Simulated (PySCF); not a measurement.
TiI3, SMILES [I][Ti]([I])[I] (connectivity only; charge and spin as stated), neutral, multiplicity 2.

Geometry: PBE0-D3(BJ)/def2-SVP. The spin state was assumed, not searched. The isomer is the one that the SMILES or the coordinates give; other isomers of the formula were not compared. The def2 effective core potentials stand for the cores of I; spin–orbit coupling is left out.

Computed with PySCF with TDA-PBE/def2-SVPD.

Vertical excitations; the highest root listed may be one member of a degenerate set. Isolated molecule, no solvent.

```csv
state,energy (eV),λ (nm),f,main pairs
root 1,0.71,1741,0.000,α HOMO→LUMO+1 (degenerate set)
root 2,0.71,1740,0.000,α HOMO→LUMO (degenerate set)
root 3,1.34,927,0.001,α HOMO→LUMO+2 (degenerate set)
root 4,1.34,926,0.001,α HOMO→LUMO+3 (degenerate set)
root 5,2.37,522,0.000,α HOMO−1→LUMO (degenerate set)
root 6,2.37,522,0.000,α HOMO−1→LUMO+1 (degenerate set)
root 7,2.75,451,0.000,"α HOMO−3→LUMO+1 30 %, α HOMO−4→LUMO 29 %, β HOMO−2→LUMO 19 %, β HOMO−3→LUMO+1 19 %"
root 8,2.78,445,0.003,"α HOMO−1→LUMO+2, β HOMO→LUMO+3 (degenerate set)"
root 9,2.78,445,0.003,"α HOMO−1→LUMO+3, β HOMO→LUMO+2 (degenerate set)"
root 10,2.84,436,0.000,β HOMO→LUMO+1 97 %
```
Unrestricted roots are not spin-pure.
